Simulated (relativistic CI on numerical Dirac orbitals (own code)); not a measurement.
**Transition arrays of Ce17+**

Calculated at this level of theory: Dirac-Coulomb-Breit CI, separate exchange-only KLI orbitals for each configuration, model QED (radiative potential, 1s self-energy scaled to tabulated hydrogen-like ionisation energies), valence Slater integrals scaled by 0.9, whole transition arrays (own radial code, finite nucleus).

CI space (outside the closed core [Ar] 3d10 4s2): 4p⁶4d⁵, 4p⁶4d⁴4f, 4p⁵4d⁶, 4p⁶4d⁴5p, 4p⁶4d⁴5f. Levels of other configurations are missing.

All E1 lines from the levels of 4p⁶4d⁵; mean and standard deviation are weighted by gf, and upper levels are sorted by their leading configuration.

| Upper configuration | Lines | Σgf | Mean (eV) | Mean (nm) | σ (eV) | Strongest line (nm) |
| --- | --- | --- | --- | --- | --- | --- |
| 4p⁶4d⁴4f | 6430 | 1618.2 | 142.12 | 8.724 | 4.32 | 8.673 |
| 4p⁵4d⁶ | 2285 | 241.1 | 140.60 | 8.818 | 11.84 | 8.556 |
| 4p⁶4d⁴5p | 3245 | 129.7 | 175.76 | 7.054 | 3.26 | 7.038 |
| 4p⁶4d⁴5f | 5470 | 101.2 | 264.25 | 4.692 | 3.21 | 4.655 |

Σgf per state of the lower configuration in bins of 0.2 nm over the central range (centre: value): 4.7: 0.38, 6.9: 0.13, 7.1: 0.32, 8.3: 0.21, 8.5: 1.22, 8.7: 4.74, 8.9: 0.82, 9.1: 0.09.

Q: How do configuration mixing and the scaling of the Slater integrals move the arrays?

A: Slater scale 0.9, no configuration mixing: 4p⁶4d⁴4f 134.6 ± 5.9 eV (Σgf 1041.9), 4p⁵4d⁶ 125.3 ± 11.5 eV (Σgf 635.3), 4p⁶4d⁴5p 176.0 ± 3.2 eV (Σgf 157.2), 4p⁶4d⁴5f 264.1 ± 3.2 eV (Σgf 128.3); Slater scale 1: 4p⁶4d⁴4f 144.7 ± 4.4 eV (Σgf 1654.6), 4p⁵4d⁶ 143.5 ± 11.8 eV (Σgf 243.9), 4p⁶4d⁴5p 175.7 ± 3.8 eV (Σgf 125.2), 4p⁶4d⁴5f 264.3 ± 3.5 eV (Σgf 99.9); Slater scale 0.8: 4p⁶4d⁴4f 139.5 ± 4.2 eV (Σgf 1548.2), 4p⁵4d⁶ 137.9 ± 11.2 eV (Σgf 272.1), 4p⁶4d⁴5p 175.7 ± 3.0 eV (Σgf 134.0), 4p⁶4d⁴5f 264.2 ± 3.0 eV (Σgf 102.4). With mixing, levels are counted to their leading configuration, so an array can shrink or vanish into another, and the sums then hold other lines.
